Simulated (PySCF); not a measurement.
How methods differ on the excitation energy of Si

Si [Ne] 3s2 3p2 (3P) → Si [Ne] 3s1 3p3 (5S), as a difference of total energies. Calculation: PySCF 2.14, in aug-cc-pCVTZ-DK with one added diffuse shell each of s, p, d, f type (9s8p6d4f, 91 functions); the spin-free X2C one-electron Hamiltonian (Gaussian nucleus). Correlated levels: valence: [Ne] frozen. The calculations carry no spin-orbit coupling.

| method | excitation energy (eV) |
| --- | --- |
| UHF | 2.669 |
| MP2 (valence) | 3.628 |
| SCS-MP2 (valence) | 4.099 |
| CCSD (valence) | 3.888 |
| CCSD(T) (valence) | 3.943 |

How much does correlation contribute at CCSD(T) (valence)?

3.943 − (2.669) = 1.274 eV, measured against UHF.

A first-order spin-orbit estimate (lowest level to lowest level, LS coupling) adds 0.016 eV.
